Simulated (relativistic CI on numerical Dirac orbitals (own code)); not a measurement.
## Electric-dipole transitions in Os³⁰⁺

Calculated at this level of theory: Dirac-Coulomb-Breit CI, orbitals from a KLI potential per configuration, model QED (radiative potential, 1s self-energy scaled to tabulated hydrogen-like ionisation energies), unscaled Slater integrals (own radial code, finite nucleus).

Configuration list (outside the closed core [Ar] 3d10): 4s2 4p6 4d10, 4s2 4p6 4d9 4f, 4s2 4p5 4d10 4f, 4s 4p6 4d10 4f, 4s2 4p6 4d9 5s, 4s2 4p6 4d9 5p, 4s2 4p6 4d9 5d, 4s2 4p5 4d10 5s, 4s2 4p6 4d9 5f, 4s2 4p5 4d10 5p, 4s2 4p6 4d9 5g, 4s2 4p6 4d9 6s, 4s2 4p6 4d9 6p, 4s2 4p5 4d10 5d, 4s 4p6 4d10 5s, 4s2 4p6 4d9 6d, 4s 4p6 4d10 5p, 4p6 4d10 4f2, 4p6 4d9 4f3, 4p5 4d10 4f3, 4p6 4d9 4f2 5s, 4p6 4d9 4f2 5p, 4p6 4d9 4f2 5d. Double excitations out of closed p, d and f shells are left out; levels of such configurations are missing from the list, as are those of other unlisted configurations, and high levels can miss mixing partners. These lack a partner that the ground configuration has and come out too high: 4s2 4p5 4d10 5s, 4s2 4p6 4d9 5f, 4s2 4p5 4d10 5p, 4s2 4p6 4d9 5g, 4s2 4p6 4d9 6s.

| λ vac (nm) | Lower | Upper | A (s⁻¹) | gf | Branching (%) |
| --- | --- | --- | --- | --- | --- |
| 1.8628 | 4s2 4p6 4d10 1S_0 [1] | 4s2 4p6 4d9 5f 1P°_1 [90] | 7.46e+12 | 1.16e+00 | 97.0 |
| 1.9119 | 4s2 4p6 4d10 1S_0 [1] | 4s2 4p6 4d9 5f 1P°_1 [84] | 9.46e+12 | 1.55e+00 | 98.0 |
| 2.4081 | 4s2 4p6 4d9 4f 3P°_1 [3] | 4s2 4p6 4d9 5g 3D_2 [103] | 3.66e+12 | 1.59e+00 | 47.0 |
| 2.4225 | 4s2 4p6 4d9 4f 3P°_2 [4] | 4s2 4p6 4d9 5g 3D_3 [108] | 3.60e+12 | 2.22e+00 | 43.6 |
| 2.4232 | 4s2 4p6 4d9 4f 3H°_4 [14] | 4s2 4p6 4d9 5g 3I_5 [119] | 7.57e+12 | 7.33e+00 | 94.6 |
| 2.4272 | 4s2 4p6 4d9 4f 3H°_5 [5] | 4s2 4p6 4d9 5g 3I_6 [107] | 7.57e+12 | 8.69e+00 | 95.0 |
| 2.4295 | 4s2 4p6 4d9 4f 3P°_2 [4] | 4s2 4p6 4d9 5g 3D_2 [103] | 3.13e+12 | 1.38e+00 | 40.2 |
| 2.4322 | 4s2 4p6 4d9 4f 3D°_2 [16] | 4s2 4p6 4d9 5g 3G_3 [121] | 4.47e+12 | 2.77e+00 | 54.1 |
| 2.4325 | 4s2 4p6 4d9 4f 3F°_3 [7] | 4s2 4p6 4d9 5g 3G_4 [110] | 4.77e+12 | 3.80e+00 | 58.3 |
| 2.4341 | 4s2 4p6 4d9 4f 3G°_4 [9] | 4s2 4p6 4d9 5g 1H_5 [112] | 1.91e+12 | 1.87e+00 | 24.0 |
| 2.4348 | 4s2 4p6 4d9 4f 3G°_4 [9] | 4s2 4p6 4d9 5g 3G_5 [111] | 4.40e+12 | 4.30e+00 | 54.7 |
| 2.4373 | 4s2 4p6 4d9 4f 1D°_2 [8] | 4s2 4p6 4d9 5g 3G_3 [109] | 4.49e+12 | 2.80e+00 | 54.8 |
| 2.4402 | 4s2 4p6 4d9 4f 3G°_3 [18] | 4s2 4p6 4d9 5g 3H_4 [124] | 4.01e+12 | 3.22e+00 | 50.4 |
| 2.4412 | 4s2 4p6 4d9 4f 3H°_6 [6] | 4s2 4p6 4d9 5g 3I_7 [105] | 7.87e+12 | 1.05e+01 | 98.8 |
| 2.4485 | 4s2 4p6 4d9 4f 1H°_5 [17] | 4s2 4p6 4d9 5g 3I_6 [120] | 7.76e+12 | 9.07e+00 | 98.2 |
| 2.4511 | 4s2 4p6 4d9 4f 3F°_4 [10] | 4s2 4p6 4d9 5g 1H_5 [112] | 5.04e+12 | 5.00e+00 | 63.3 |
| 2.4557 | 4s2 4p6 4d9 4f 3G°_4 [20] | 4s2 4p6 4d9 5g 3H_5 [123] | 7.15e+12 | 7.11e+00 | 90.1 |
| 2.4570 | 4s2 4p6 4d9 4f 1F°_3 [19] | 4s2 4p6 4d9 5g 3G_4 [122] | 4.04e+12 | 3.29e+00 | 49.6 |
| 2.4587 | 4s2 4p6 4d9 4f 3G°_5 [11] | 4s2 4p6 4d9 5g 3H_6 [113] | 6.93e+12 | 8.16e+00 | 87.8 |
| 2.4610 | 4s2 4p6 4d9 4f 3D°_3 [12] | 4s2 4p6 4d9 5g 1G_4 [114] | 5.73e+12 | 4.68e+00 | 72.0 |
| 4.3788 | 4s2 4p6 4d9 4f 1H°_5 [17] | 4s2 4p5 4d10 4f 3G_4 [48] | 1.65e+12 | 4.28e+00 | 62.1 |
| 4.3853 | 4s2 4p6 4d9 4f 3H°_4 [14] | 4s2 4p5 4d10 4f 3G_3 [46] | 1.67e+12 | 3.37e+00 | 63.4 |
| 4.5582 | 4s2 4p6 4d10 1S_0 [1] | 4s2 4p6 4d9 4f 1P°_1 [21] | 6.57e+12 | 6.14e+00 | 100.0 |
| 5.9681 | 4s2 4p6 4d9 4f 3H°_5 [5] | 4s2 4p5 4d10 4f 3G_4 [28] | 8.45e+11 | 4.06e+00 | 76.5 |
| 5.9804 | 4s2 4p6 4d9 4f 3H°_6 [6] | 4s2 4p5 4d10 4f 3G_5 [29] | 8.22e+11 | 4.85e+00 | 75.2 |
| 5.9814 | 4s2 4p6 4d9 4f 3G°_5 [11] | 4s2 4p5 4d10 4f 3F_4 [32] | 6.29e+11 | 3.04e+00 | 56.2 |
| 6.0032 | 4s2 4p6 4d9 4f 3G°_4 [9] | 4s2 4p5 4d10 4f 3F_3 [30] | 6.41e+11 | 2.42e+00 | 58.2 |
| 12.963 | 4s2 4p6 4d9 5d 3G_4 [51] | 4s2 4p6 4d9 5f 3H°_5 [77] | 2.46e+11 | 6.82e+00 | 95.1 |
| 13.685 | 4s2 4p6 4d9 5d 3G_5 [55] | 4s2 4p6 4d9 5f 3H°_6 [78] | 2.25e+11 | 8.21e+00 | 99.6 |
| 14.948 | 4s2 4p6 4d9 5p 3F°_4 [38] | 4s2 4p6 4d9 5d 3G_5 [55] | 1.50e+11 | 5.52e+00 | 27.3 |

Terms are leading LS components. Brackets give the number of a level in order of energy, since labels repeat. The list gives strong lines, with weight on those to low levels, without lines whose two gauges differ by over a factor of 2.5, among the lowest 189 of 2650 levels, so that lines to higher ones, which can be the strongest, are missing. Levels whose partners in the same complex of configurations lie outside the list can be far off, and so can their lines. Rates are taken at the computed energies, electric ones in the length gauge.

At this charge energies of transitions that change n are usually good to better than 1 %, and those within a shell (Δn = 0) to a few per cent.

LS names give the leading component of a level, which can be under half, so a name can repeat, a term be missing and a line seem to break the LS rules.
